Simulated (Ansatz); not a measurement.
Born–Oppenheimer molecular dynamics of AlClH4OSi (8 atoms, charge 0, multiplicity 1). It starts from a relaxed structure.

These are results of RHF/STO-3G in Ansatz, not measurements.

| Quantity | Value |
| --- | --- |
| ensemble | NVT, Langevin thermostat |
| time step | 1 fs |
| steps asked | 100 |
| set temperature | 2000 K |
| friction | 0.02 /fs |
| masses | H 3.016 u |
| seed | 521671 |

Frames 2 fs apart, positions in Å.

Velocities at 70.0 fs (Å/ps):

```
Al -3.25 -12.87 5.73
Cl 13.49 -1.45 -0.58
O 20.85 -7.33 -18.00
Si 3.98 5.10 -5.35
H 30.30 27.22 25.54
H -16.67 38.58 -14.03
H -27.37 -22.69 -33.65
H -4.65 -4.05 20.03
```

```xyz
8
Properties=species:S:1:pos:R:3 time_fs=70.0 energy_less_start_eV=1.187 T=2435
Al 0.079 -0.139 -0.227
Cl 0.114 -1.365 1.468
O 0.973 -0.287 -1.620
Si 2.455 -1.035 -1.509
H 2.620 -1.779 -2.713
H 3.677 -0.235 -1.024
H 2.367 -1.816 -0.367
H -1.032 0.681 0.268
8
Properties=species:S:1:pos:R:3 time_fs=72.0 energy_less_start_eV=1.191 T=2081
Al 0.072 -0.167 -0.218
Cl 0.139 -1.371 1.467
O 1.011 -0.301 -1.653
Si 2.459 -1.025 -1.517
H 2.676 -1.738 -2.672
H 3.636 -0.171 -1.065
H 2.315 -1.885 -0.429
H -1.038 0.683 0.309
8
Properties=species:S:1:pos:R:3 time_fs=74.0 energy_less_start_eV=1.288 T=2137
Al 0.069 -0.200 -0.215
Cl 0.163 -1.381 1.464
O 1.040 -0.307 -1.681
Si 2.463 -1.018 -1.525
H 2.730 -1.726 -2.654
H 3.557 -0.132 -1.109
H 2.272 -1.963 -0.493
H -1.027 0.699 0.340
8
Properties=species:S:1:pos:R:3 time_fs=76.0 energy_less_start_eV=1.370 T=1957
Al 0.068 -0.231 -0.221
Cl 0.188 -1.394 1.462
O 1.056 -0.317 -1.700
Si 2.474 -1.014 -1.529
H 2.791 -1.718 -2.657
H 3.458 -0.094 -1.143
H 2.241 -2.049 -0.555
H -0.995 0.718 0.333
8
Properties=species:S:1:pos:R:3 time_fs=78.0 energy_less_start_eV=1.423 T=1835
Al 0.066 -0.256 -0.232
Cl 0.213 -1.406 1.458
O 1.058 -0.323 -1.711
Si 2.487 -1.015 -1.529
H 2.859 -1.721 -2.687
H 3.373 -0.046 -1.170
H 2.215 -2.139 -0.617
H -0.938 0.740 0.305
8
Properties=species:S:1:pos:R:3 time_fs=80.0 energy_less_start_eV=1.445 T=1735
Al 0.067 -0.271 -0.245
Cl 0.237 -1.419 1.457
O 1.049 -0.323 -1.720
Si 2.501 -1.022 -1.527
H 2.942 -1.732 -2.725
H 3.304 -0.008 -1.190
H 2.215 -2.208 -0.672
H -0.880 0.770 0.247
8
Properties=species:S:1:pos:R:3 time_fs=82.0 energy_less_start_eV=1.348 T=1637
Al 0.072 -0.280 -0.263
Cl 0.264 -1.435 1.455
O 1.034 -0.317 -1.725
Si 2.514 -1.027 -1.525
H 3.017 -1.717 -2.740
H 3.276 0.042 -1.207
H 2.248 -2.255 -0.709
H -0.810 0.805 0.183
8
Properties=species:S:1:pos:R:3 time_fs=84.0 energy_less_start_eV=1.132 T=2098
Al 0.077 -0.284 -0.280
Cl 0.292 -1.450 1.451
O 1.016 -0.310 -1.719
Si 2.521 -1.038 -1.526
H 3.089 -1.687 -2.734
H 3.277 0.100 -1.205
H 2.315 -2.272 -0.736
H -0.724 0.851 0.099
8
Properties=species:S:1:pos:R:3 time_fs=86.0 energy_less_start_eV=1.060 T=2557
Al 0.080 -0.286 -0.292
Cl 0.325 -1.466 1.450
O 0.996 -0.311 -1.703
Si 2.527 -1.060 -1.530
H 3.146 -1.638 -2.701
H 3.280 0.151 -1.184
H 2.400 -2.271 -0.758
H -0.633 0.894 -0.001
8
Properties=species:S:1:pos:R:3 time_fs=88.0 energy_less_start_eV=1.294 T=2116
Al 0.083 -0.289 -0.301
Cl 0.359 -1.480 1.450
O 0.972 -0.316 -1.689
Si 2.530 -1.082 -1.537
H 3.172 -1.591 -2.660
H 3.302 0.196 -1.159
H 2.482 -2.240 -0.758
H -0.549 0.948 -0.098
8
Properties=species:S:1:pos:R:3 time_fs=90.0 energy_less_start_eV=1.701 T=1949
Al 0.083 -0.289 -0.306
Cl 0.394 -1.491 1.450
O 0.949 -0.327 -1.675
Si 2.534 -1.099 -1.548
H 3.195 -1.546 -2.640
H 3.323 0.227 -1.147
H 2.554 -2.207 -0.737
H -0.470 1.014 -0.185
8
Properties=species:S:1:pos:R:3 time_fs=92.0 energy_less_start_eV=1.822 T=1773
Al 0.070 -0.284 -0.309
Cl 0.428 -1.499 1.444
O 0.932 -0.355 -1.663
Si 2.539 -1.108 -1.560
H 3.214 -1.512 -2.652
H 3.329 0.224 -1.144
H 2.619 -2.186 -0.696
H -0.406 1.085 -0.246
```

Of the whole run (100 fs, mean temperature of the second half 2157 K): A run of 0.1 ps of so small a system gives no equilibrium averages. Limits of this set-up: minimal basis.

Run time: 43 s on 1 thread of Arm Neoverse V2, on a shared host, peak memory 0.081 GiB.
